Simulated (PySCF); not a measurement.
Isomers of C5H7NO, one GFN2-xTB conformer each. Single-point energies are computed at PBE0/pcSseg-1 (PySCF, gas phase, no added dispersion term), electronic only.

```tsv
SMILES	GFN2-xTB relative energy (kJ/mol)
C=CC(=C)NC=O	136.5
CO/C=C(\C)C#N	156.2
Cn1ccc(O)c1	0.0
CO/C=N/C1C=C1	285.0
```

Conformers: `[CH2:1]=[CH:2][C:3](=[CH2:4])[NH:5][CH:6]=[O:7]` with C1–C2–C3–C4 180°, C2–C3–N5–C6 180°, C3–N5–C6–O7 0°; `[CH3:1][O:2]/[CH:3]=[C:4](\[CH3:5])[C:6]#[N:7]` with C1–O2–C3–C4 180°; `[CH3:1][n:2]1[cH:3][cH:4][c:5]([OH:6])[cH:7]1` with C4–C5–O6–H 180°; `[CH3:1][O:2]/[CH:3]=[N:4]/[CH:5]1[CH:6]=[CH:7]1` with C1–O2–C3–N4 0°, C3–N4–C5–C6 -27°.

Task: What does PBE0/pcSseg-1 give for the same structures?

Result: 
```tsv
SMILES	PBE0/pcSseg-1 E (Eh)	PBE0/pcSseg-1 (kJ/mol)	GFN2-xTB (kJ/mol)	point group
Cn1ccc(O)c1	-324.28532	0.0	0.0	–
C=CC(=C)NC=O	-324.27392	29.9	136.5	Cs
CO/C=C(\C)C#N	-324.25855	70.3	156.2	Cs
CO/C=N/C1C=C1	-324.18433	265.1	285.0	near Cs
```

Both levels put the same isomer lowest; measured from each level's own lowest isomer, the values differ by up to 106.6 kJ/mol (C=CC(=C)NC=O: 136.5 against 29.9). As drawn, the lowest has an aromatic ring and an O–H bond, which the highest lacks; the highest has a three-membered ring, a C=N bond and a C=C bond outside aromatic rings, which the lowest lacks.

Task: Which frontier levels, dipoles and rotational constants go with these structures?

Result: 
```tsv
SMILES	HOMO (eV, PBE0/pcSseg-1)	LUMO (eV)	dipole (D)	A, B, C (MHz)
Cn1ccc(O)c1	-5.64	1.06	3.27	7018, 2058, 1607
C=CC(=C)NC=O	-6.74	-1.12	3.63	6072, 1747, 1357
CO/C=C(\C)C#N	-6.94	-0.75	5.28	5906, 1442, 1176
CO/C=N/C1C=C1	-6.81	-0.09	0.79	9577, 1413, 1341
```

Task: As an exercise, what shares would exp(−E/RT) give at 2000 K from these electronic energies alone (no entropy, no degeneracies)?

Result: RT = 16.629 kJ/mol: Cn1ccc(O)c1 84.8 %, C=CC(=C)NC=O 14.0 %, CO/C=C(\C)C#N 1.2 %, CO/C=N/C1C=C1 under 0.1 %.
